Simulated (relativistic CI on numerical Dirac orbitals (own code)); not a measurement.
Hyperfine structure of Ag, mass number 107

Computed by Dirac-Coulomb-Breit CI, orbitals from a KLI potential per configuration, a model potential for QED, valence Slater integrals scaled by 0.85, P86 correlation energy added to each configuration (own radial code, finite nucleus).

CI space (outside the closed core [Kr]): 4d10 5s, 4d10 5p, 4d9 5s2, 4d10 6s, 4d10 6p, 4d10 5d, 4d10 7s, 4d10 7p, 4d10 6d, 4d10 4f, 4d10 8s, 4d10 5g, 4d10 5f, 4d10 8p, 4d10 7d, 4d10 8d. Levels of other configurations are missing.

Nuclear spin I = 1/2, μ = -0.11352 μN (tables of Stone and Pyykkö). The electronic factors are computed for point nuclear moments, without core polarisation; leaving it out makes A of s and p electrons in near-neutral atoms 20 to 40 % too small, and it can dominate for d and f shells.

```json
{"Level": "4d10 5s 2S_1/2", "E (cm⁻¹)": "0.0", "A (MHz)": "-1717"}
{"Level": "4d10 5p 2P°_1/2", "E (cm⁻¹)": "25772.9", "A (MHz)": "-166.8"}
{"Level": "4d10 5p 2P°_3/2", "E (cm⁻¹)": "26322.6", "A (MHz)": "-24.93"}
{"Level": "4d9 5s2 2D_5/2", "E (cm⁻¹)": "32332.5", "A (MHz)": "-127.5"}
{"Level": "4d10 6s 2S_1/2", "E (cm⁻¹)": "36110.8", "A (MHz)": "-248.1"}
{"Level": "4d9 5s2 2D_3/2", "E (cm⁻¹)": "36618.5", "A (MHz)": "-310.8"}
{"Level": "4d10 5d 2D_3/2", "E (cm⁻¹)": "41332.3", "A (MHz)": "-2.456"}
{"Level": "4d10 5d 2D_5/2", "E (cm⁻¹)": "41335.9", "A (MHz)": "-0.6377"}
```

Levels with J = 0, under 50 % of one LS term, or S terms without an open s electron are left out. Small factors come from cancelling terms and can be off by tens of per cent or more.

Correlation outside the listed configurations is missing or only estimated: errors of thousands of cm⁻¹ between configurations and terms are usual at this charge. Rates and lifetimes follow the computed energies and can be off by large factors. The fine structure of a lone outer electron comes out too small, for d and f at times inverted, and misplaced configurations move strength between like terms. 15 of the 15 excited levels that our extract of the measured tables holds in this range could be paired (the sources list more); they are missed by 5577 cm⁻¹ on average and 7428 at most, and levels without a partner can miss by more.

(1) Give the hyperfine levels of 4d10 5s 2S_1/2 relative to its centre of gravity.

Answers

(1) With K = F(F + 1) − I(I + 1) − J(J + 1), E = AK/2: F = 0: 1287, F = 1: -429.1 MHz.
